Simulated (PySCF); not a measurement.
Ligands exchanged one at a time, Si OH-NH2. All species are isolated molecules in the gas phase. One relaxed conformer stands for each flexible species; it need not be the lowest. Strings in code marks are SMILES.

The numbers are results of PBE-D3(BJ)/def2-TZVP // B3LYP-D3(BJ)/def2-TZVP (PySCF 2.14.0), not measurements. All candidates: neutral, multiplicity 1. Excitations are Tamm–Dancoff values on a coarser integration grid. The basis has no diffuse functions, so Rydberg states are missing or too high.

```yaml
HOMO: -5.20 eV
HOMO–LUMO gap: 5.25 eV
T1 excitation (TDA): 5.16 eV
```

Question: Name which member has these values.
A) `N[Si](N)(N)N`
B) `N[Si](N)(O)O`
C) `N[Si](O)(O)O`
D) `N[Si](N)(N)O`

Answer: A, `N[Si](N)(N)N`. The others give `N[Si](O)(O)O`: -6.02 eV, 5.75 eV, 5.63 eV; `N[Si](N)(O)O`: -5.84 eV, 5.68 eV, 5.57 eV; `N[Si](N)(N)O`: -5.58 eV, 5.51 eV, 5.41 eV
